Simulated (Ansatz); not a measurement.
Cost and result for the atomization energy of C$_{2}$H$_{8}$OSi$_{2}$, SMILES `CC(=O)[SiH2][SiH3]` (13 atoms, 12 bonds).

Z-matrix (Å, degrees):
```
C
C 1 1.502
H 1 1.091 2 110.6
H 1 1.095 2 109.4 3 -121.4
H 1 1.095 2 109.9 3 121.9
O 2 1.208 1 122.3 3 3.2
Si 2 1.939 1 119.4 3 -174.7
Si 7 2.340 2 107.4 1 95.2
H 7 1.484 2 107.9 1 -144.6
H 7 1.491 2 110.8 1 -24.4
H 8 1.487 7 110.8 2 -179.6
H 8 1.486 7 110.0 2 59.5
H 8 1.489 7 109.2 2 -60.0
```

The species carries charge 0 and has multiplicity 1. The geometry is a stationary point of PBE0-D4/def2-TZVP. It is one conformer, not always the lowest. Program: Ansatz. All runs use 4 threads of an Arm Neoverse V2 on a shared host. Times are those of one run each, without the atoms' runs, and a repeat can differ threefold. Electronic energies, without spin–orbit coupling; frozen cores. CCSD(T)/CBS adds CCSD(T) − MP2 in def2-TZVPP to the MP2 limit, and its time is that of the two runs behind it. T1 = 0.015. B3LYP takes the VWN-RPA correlation (the form of Gaussian; ORCA's B3LYP/G).

CCSD(T)/CBS is a level of theory with its own doubt, some kJ/mol a heavy atom from the limit and from the frozen cores, so smaller differences don't rank the functionals.

| level | functions | wall time | atomization (kcal/mol) | difference from CCSD(T)/CBS | per bond |
| --- | --- | --- | --- | --- | --- |
| revPBE-D4/def2-TZVPP | 289 | 2 s | 1086.8 | -7.3 | -0.6 |
| PBE0-D4/def2-TZVPP | 289 | 3 s | 1091.8 | -2.3 | -0.2 |
| BHLYP-D4/def2-TZVPP | 289 | 3.2 s | 1067.6 | -26.5 | -2.2 |
| CAM-B3LYP-D4/def2-TZVPP | 289 | 3.7 s | 1098.0 | 3.9 | 0.3 |
| r2SCANh-D4/def2-TZVPP | 289 | 4.9 s | 1090.7 | -3.4 | -0.3 |
| B3LYP-D4/def2-TZVPP (with forces) | 289 | 4.9 s | 1095.0 | 0.9 | 0.1 |
| CCSD(T)/def2-SVP | 118 | 5.5 s | 1034.9 | -59.2 | -4.9 |
| B2PLYP/def2-TZVPP | 289 | 6 s | 1081.1 | -13.0 | -1.1 |
| PBE-QIDH/def2-TZVPP | 289 | 6 s | 1083.3 | -10.8 | -0.9 |
| ωB97M-V/def2-TZVPP (with forces) | 289 | 12 s | 1095.6 | 1.5 | 0.1 |
| MP2/def2-QZVPP | 551 | 24 s | 1090.0 | -4.1 | -0.3 |
| CCSD(T)/def2-TZVPP | 289 | 3.2 min | 1066.5 | -27.6 | -2.3 |
| CCSD(T)/CBS(def2) | – | 3.6 min | 1094.1 | 0.0 | 0.0 |

From BLYP to BHLYP (50 % exact exchange), in def2-TZVPP and without D4, the atomization energy moves by −18.5 kcal/mol: exact exchange takes away binding that semilocal exchange gives to molecules. At CCSD(T), def2-SVP lies −59.2 kcal/mol from the extrapolated value and def2-TZVPP −27.6 kcal/mol: correlation converges slowly with the basis, and small sets miss more of it in the bonded molecule than in its fragments. Leaving LDA and LC-ωPBE aside and taking each functional with its dispersion term where it has one, the values, not all of them listed here, spread over 40.9 kcal/mol, from BHLYP-D4 to PBE-D4. LDA lies +136.4 kcal/mol from PBE without D4, its usual overbinding.
